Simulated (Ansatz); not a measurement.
This geometry of ClH$_{2}$NSn (5 atoms, charge 0, multiplicity 1) is a first-order saddle point.

All numbers below come from RKS revPBE-D4/def2-SVP (Ansatz).

```xyz
5
Properties=species:S:1:pos:R:3
N -0.777 0.073 -0.696
Sn -0.130 -1.243 0.826
Cl 1.921 -0.122 1.576
H -0.052 0.191 -1.424
H -0.912 1.028 -0.323
```

Task: Which two structures does it join? (They come from a converged band through this point; their orientation in space is the band's.)

Result: No bond is made or broken. The dihedral H5–N1–Sn2–Cl3 goes from 180 to 0°. The two ends are copies of one structure, up to a mirror image or an exchange of like atoms.

First end point:

```xyz
5
Properties=species:S:1:pos:R:3
N -0.559 0.349 -0.413
Sn -0.296 -1.063 1.058
Cl 2.133 -0.851 0.968
H 0.230 0.825 -0.864
H -1.458 0.667 -0.790
```

Last end point:

```xyz
5
Properties=species:S:1:pos:R:3
N -0.559 0.348 -0.413
Sn -0.293 -1.062 1.058
Cl 2.137 -0.849 0.968
H -1.460 0.663 -0.787
H 0.226 0.827 -0.867
```

Task: How far does it lie above each of them?

Result: 0.49 eV above the first and 0.49 eV above the second. This is the barrier of this one path; another mechanism may lie lower.

Run time: 79 s on 1 CPU thread of a shared host.
